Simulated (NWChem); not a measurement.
System: CH₃BrMg; SMILES [CH3][Mg][Br]

Here is an NWChem input.

```
start job
memory heap 200 mb stack 900 mb global 1100 mb
geometry units angstroms noautosym nocenter noautoz
  Mg    -0.006984    -1.122545    -0.000290
  Br     0.036313     1.242373     0.000437
  C     -0.045477    -3.202567    -0.000338
  H     -0.305786    -3.602555    -0.994528
  H     -0.787288    -3.593438     0.715971
  H      0.934514    -3.625026     0.277774
end
basis spherical
  * library def2-tzvp
end
dft
  xc xpbe96 cpbe96
  iterations 150
  vectors input atomic output neutral.movecs
end
task dft energy
charge 1
dft
  odft
  mult 2
  vectors input atomic output cation.movecs
end
task dft energy
```

Output (shortened):

```
             Northwest Computational Chemistry Package (NWChem) 7.3.0
             --------------------------------------------------------

                             Geometry "geometry" -> ""
                             -------------------------

 Output coordinates in angstroms (scale by  1.889725989 to convert to a.u.)

  No.       Tag          Charge          X              Y              Z
 ---- ---------------- ---------- -------------- -------------- --------------
    1 Mg                  12.0000    -0.00698400    -1.12254500    -0.00029000
    2 Br                  35.0000     0.03631300     1.24237300     0.00043700
    3 C                    6.0000    -0.04547700    -3.20256700    -0.00033800
    4 H                    1.0000    -0.30578600    -3.60255500    -0.99452800
    5 H                    1.0000    -0.78728800    -3.59343800     0.71597100
    6 H                    1.0000     0.93451400    -3.62502600     0.27777400

 Effective nuclear repulsion energy (a.u.)     165.0998400250

  pbe96 is a nonlocal functional; adding pw91lda local functional.

                                 NWChem DFT Module
                                 -----------------

 Summary of "ao basis" -> "ao basis" (spherical)
 ------------------------------------------------------------------------------
       Tag                 Description            Shells   Functions and Types
 ---------------- ------------------------------  ------  ---------------------
 Mg                        def2-tzvp                12       32   5s4p3d
 Br                        def2-tzvp                16       48   6s5p4d1f
 C                         def2-tzvp                11       31   5s3p2d1f
 H                         def2-tzvp                 4        6   3s1p

            General Information
            -------------------
          SCF calculation type: DFT
          Wavefunction type:  closed shell.
          No. of atoms     :     6
          No. of electrons :    56
           Alpha electrons :    28
            Beta electrons :    28
          Charge           :     0
          Spin multiplicity:     1
          Use of symmetry is: off; symmetry adaption is: off
          Maximum number of iterations: 150
          AO basis - number of functions:   129
                     number of shells:    51
          Convergence on energy requested:  1.00D-06
          Convergence on density requested:  1.00D-05
          Convergence on gradient requested:  5.00D-04

              XC Information
              --------------
          PerdewBurkeErnzerhof Exchange Functional  1.000
            Perdew 1991 LDA Correlation Functional  1.000 local
           PerdewBurkeErnz. Correlation Functional  1.000 non-local

             Grid Information
             ----------------
          Grid used for XC integration:  medium
          Radial quadrature: Mura-Knowles
          Angular quadrature: Lebedev.
          Tag              B.-S. Rad. Rad. Pts. Rad. Cut. Ang. Pts.
          ---              ---------- --------- --------- ---------
          Mg                  1.50       88          10.0       590
          Br                  1.15      112          13.0       590
          C                   0.70       49          12.0       434
          H                   0.35       45          13.0       434
          Grid pruning is: on
          Number of quadrature shells:   384
          Spatial weights used:  Erf1

      Superposition of Atomic Density Guess
      -------------------------------------

 Sum of atomic energies:       -2811.17638706

      Non-variational initial energy
      ------------------------------

 Total energy =   -2811.902095
 1-e energy   =   -4242.082222
 2-e energy   =    1265.080287
 HOMO         =      -0.339612
 LUMO         =      -0.059914

   convergence    iter        energy       DeltaE   RMS-Dens  Diis-err
 ---------------- ----- ----------------- --------- --------- ---------
 d= 0,ls=0.0,diis     1  -2813.6137596910 -2.98D+03  6.41D-03  9.85D-01
 d= 0,ls=0.0,diis     2  -2813.6068524120  6.91D-03  5.42D-03  4.93D-01
 d= 0,ls=0.0,diis     3  -2813.6374127682 -3.06D-02  2.22D-03  1.73D-01
 d= 0,ls=0.0,diis     4  -2813.6581819631 -2.08D-02  4.18D-04  4.92D-03
 d= 0,ls=0.0,diis     5  -2813.6586766080 -4.95D-04  1.59D-04  9.61D-04
  Resetting Diis
 d= 0,ls=0.0,diis     6  -2813.6588105295 -1.34D-04  1.85D-05  8.55D-06
 d= 0,ls=0.0,diis     7  -2813.6588113862 -8.57D-07  7.46D-06  1.87D-07

         Total DFT energy =    -2813.658811386231
      One electron energy =    -4244.827042011688
           Coulomb energy =     1379.859634343670
    Exchange-Corr. energy =     -113.791243743225
 Nuclear repulsion energy =      165.099840025012

 Numeric. integr. density =       55.999999334758

                       DFT Final Molecular Orbital Analysis
                       ------------------------------------

 Vector   26  Occ=2.000000D+00  E=-2.480495D-01
              MO Center=  3.4D-02,  1.1D+00,  3.1D-04, r^2= 1.7D+00
   Bfn.  Coefficient  Atom+Function         Bfn.  Coefficient  Atom+Function
  ----- ------------  ---------------      ----- ------------  ---------------
    50      0.496216  2 Br pz                44     -0.346079  2 Br pz
    53      0.316344  2 Br pz                47      0.311656  2 Br pz
    41      0.105694  2 Br pz                14      0.053476  1 Mg pz
    17      0.048573  1 Mg pz                48     -0.045983  2 Br px
     8     -0.036152  1 Mg pz                42      0.032070  2 Br px

 Vector   27  Occ=2.000000D+00  E=-2.480495D-01
              MO Center=  3.4D-02,  1.1D+00,  4.9D-04, r^2= 1.7D+00
   Bfn.  Coefficient  Atom+Function         Bfn.  Coefficient  Atom+Function
  ----- ------------  ---------------      ----- ------------  ---------------
    48      0.496133  2 Br px                42     -0.346021  2 Br px
    51      0.316291  2 Br px                45      0.311603  2 Br px
    39      0.105676  2 Br px                12      0.053467  1 Mg px
    15      0.048565  1 Mg px                50      0.045988  2 Br pz
     6     -0.036146  1 Mg px                44     -0.032074  2 Br pz

 Vector   28  Occ=2.000000D+00  E=-2.355012D-01
              MO Center= -3.0D-02, -2.4D+00, -3.0D-04, r^2= 3.2D+00
   Bfn.  Coefficient  Atom+Function         Bfn.  Coefficient  Atom+Function
  ----- ------------  ---------------      ----- ------------  ---------------
    87      0.318038  3 C  py                90      0.285218  3 C  py
     4      0.259228  1 Mg s                 93      0.212288  3 C  py
    49      0.190589  2 Br py                 3     -0.130593  1 Mg s
    13     -0.127316  1 Mg py                43     -0.125841  2 Br py
    52      0.126066  2 Br py                 7      0.123056  1 Mg py

 Vector   29  Occ=0.000000D+00  E=-6.759888D-02
              MO Center= -7.4D-03, -1.2D+00, -9.0D-04, r^2= 6.3D+00
   Bfn.  Coefficient  Atom+Function         Bfn.  Coefficient  Atom+Function
  ----- ------------  ---------------      ----- ------------  ---------------
     5      1.017503  1 Mg s                 85     -0.713156  3 C  s
     4      0.440041  1 Mg s                 38     -0.264274  2 Br s
    93     -0.235593  3 C  py                52      0.190670  2 Br py
     3     -0.175655  1 Mg s                 49      0.176484  2 Br py
    84     -0.153542  3 C  s                 87     -0.145787  3 C  py

 Vector   30  Occ=0.000000D+00  E=-2.893270D-02
              MO Center=  2.4D-02, -1.1D+00,  1.9D-02, r^2= 5.4D+00
   Bfn.  Coefficient  Atom+Function         Bfn.  Coefficient  Atom+Function
  ----- ------------  ---------------      ----- ------------  ---------------
    17      0.879863  1 Mg pz                14      0.272267  1 Mg pz
    53     -0.202376  2 Br pz                 8     -0.158978  1 Mg pz
   114      0.138424  4 H  s                 50     -0.129570  2 Br pz
    15     -0.121397  1 Mg px               120     -0.117698  5 H  s
    47     -0.099814  2 Br pz                44      0.096584  2 Br pz

 Vector   31  Occ=0.000000D+00  E=-2.892840D-02
              MO Center= -3.7D-02, -1.1D+00, -1.9D-02, r^2= 5.4D+00
   Bfn.  Coefficient  Atom+Function         Bfn.  Coefficient  Atom+Function
  ----- ------------  ---------------      ----- ------------  ---------------
    15      0.879747  1 Mg px                12      0.272226  1 Mg px
    51     -0.202348  2 Br px                 6     -0.158950  1 Mg px
   126     -0.147876  6 H  s                 48     -0.129554  2 Br px
    17      0.121413  1 Mg pz                45     -0.099800  2 Br px
    42      0.096571  2 Br px               120      0.091511  5 H  s

     Multipole analysis of the density
     ---------------------------------

     L   x y z        total         alpha         beta         nuclear
     -   - - -        -----         -----         ----         -------
     0   0 0 0     -0.000000    -28.000000    -28.000000     56.000000

     1   1 0 0     -0.015345     -0.721729     -0.721729      1.428113
     1   0 1 0     -0.856187     -0.405505     -0.405505     -0.045176
     1   0 0 1     -0.000480     -0.008747     -0.008747      0.017015

     2   2 0 0    -25.970148    -15.923686    -15.923686      5.877223
     2   1 1 0     -0.131375     -5.582948     -5.582948     11.034522
     2   1 0 1     -0.000077     -0.001276     -0.001276      0.002475
     2   0 2 0    -31.865040   -318.962478   -318.962478    606.059915
     2   0 1 1     -0.000549     -0.058322     -0.058322      0.116095
     2   0 0 2    -25.967175    -15.802705    -15.802705      5.638236

                                 NWChem DFT Module
                                 -----------------

[...]
```

Level: PBE/def2-TZVP, vertical spin-unrestricted ions. Geometry: optimised at PBE0/def2-SVP.
